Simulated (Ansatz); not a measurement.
`[NH2][In]([Cl])[Cl]` + NH₃ → `[NH2][In]([NH2])[Cl]` + HCl at 700 K and 1 bar (ligand exchange at the In–Cl bond).

Calculated with Ansatz (gas phase, PBE0-D4/def2-TZVP geometries, no zero-point term in ΔE). CCSD(T)/CBS is the MP2 limit (def2-TZVPP, def2-QZVPP) plus CCSD(T) − MP2 in def2-TZVPP, frozen cores. This one scheme is used for every species. def2 core potentials past Kr. For In outer-core shells are correlated without core-valence functions, which leaves a few kJ/mol of doubt a bond. One conformer a species, not always the lowest.

```tsv
species	CCSD(T)/CBS energy (Eh)	H − E (kJ/mol)	S (J/(mol·K))
`[NH2][In]([Cl])[Cl]`	-1165.39137	132.3	442.5
NH₃	-56.50880	116.9	226.5
`[NH2][In]([NH2])[Cl]`	-761.47968	205.3	455.8
HCl	-460.38127	38.4	211.8
```

H − E and S are ideal-gas, rigid-rotor, harmonic terms from PBE0-D4/def2-TZVP, for one conformer and one mirror image of each species. 1 Eh = 2625.50 kJ/mol, R = 8.31446 J/(mol·K).

**Question.** By hand: ΔE, ΔH, ΔS and ΔG.

**Answer.** ΔE = (-761.47968) + (-460.38127) − (-1165.39137) − (-56.50880) = 0.03922 Eh = 103.0 kJ/mol. Δ(H − E) = 205.3 + 38.4 − 132.3 − 116.9 = -5.5, so ΔH = 97.5 kJ/mol. ΔS = 455.8 + 211.8 − 442.5 − 226.5 = -1.4 J/(mol·K). ΔG = 97.5 − 700 × (-1.4)/1000 = 98.5 kJ/mol.

**Question.** By hand: the equilibrium constant, and the temperature at which ΔG would vanish if ΔH and ΔS stayed fixed.

**Answer.** log₁₀ K = −ΔG/(RT ln 10) = -7.4. ΔH and −TΔS have one sign here, so there is no such temperature.

The number of gas molecules stays the same, so ΔS is small and ΔH decides. A doubt of 5 kJ/mol in ΔE shifts log₁₀ K by 0.4 here. Other conformers and mirror images would add mixing entropy, several J/(mol·K) or more a flexible species. These are equilibria of isolated gas molecules and say nothing of rates. Largest T1 diagnostic: 0.014 (customary marks: 0.02 for closed shells, 0.045 for open ones).

ΔS is within the doubt of such terms, so its sign, and with it that verdict, could turn.
